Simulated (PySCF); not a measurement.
Species: C3H8O2Si.
SMILES: `O[SiH2]OC1CC1`

Torsions of this conformer, `[OH:1][SiH2:2][O:3][CH:4]1[CH2:5][CH2:6]1`: O1–Si2–O3–C4 -164°, Si2–O3–C4–C5 -152°, H–O1–Si2–O3 54°.

The closed-shell ground state was solved at several levels (PySCF, density fitting, gas phase, non-relativistic). The structure is a single PBE0-D3(BJ)/def2-SVP conformer in the gas phase; no vibrational or solvent corrections.

```tsv
level	basis functions	total energy (Eh)	HOMO (eV)	LUMO (eV)	gap (eV)	dipole (D)
PBE/pcSseg-1	149	-558.6024	-6.21	-0.03	6.18	1.61
BLYP/pcSseg-1	149	-558.9812	-6.08	0.03	6.11	1.61
KT3/pcSseg-1	149	-565.2600	-6.30	-0.13	6.17	1.55
KT2/pcSseg-1	149	-565.8173	-6.28	-0.17	6.11	1.57
LDA/pcSseg-1	149	-555.7420	-6.36	-0.25	6.11	1.68
HF/pcSseg-1	149	-556.9045	-10.92	4.23	15.15	2.01
B3LYP/pcSseg-1	149	-559.1004	-7.38	0.63	8.01	1.72
BP86/pcSseg-1	149	-559.1023	-6.32	-0.02	6.30	1.63
```

(1) What might B97-D/pcSseg-1 (149 basis functions) give for the same quantities?

(2) In the pcSseg-1 basis, how does the gap go with the fixed share of exact exchange?

(3) How far do the dipole and the HOMO energy spread over the levels?

Results:

(1) Total energy -558.8824 Eh, HOMO -6.21 eV, LUMO 0.13 eV, gap 6.34 eV, dipole 1.64 D.

(2) BLYP (0 %) 6.11 eV; KT2 (0 %) 6.11 eV; LDA (0 %) 6.11 eV; KT3 (0 %) 6.17 eV; PBE (0 %) 6.18 eV; BP86 (0 %) 6.30 eV; B97-D (0 %) 6.34 eV; B3LYP (20 %) 8.01 eV; HF (100 %) 15.15 eV. Each rise in the share widens the gap here.

(3) The dipole runs from 1.55 to 2.01 D (mean 1.67 D) and the HOMO from -10.92 to -6.08 eV.

The pairwise dispersion term of B97-D wasn't added to the energies; at a given geometry it leaves orbitals and properties as they are.
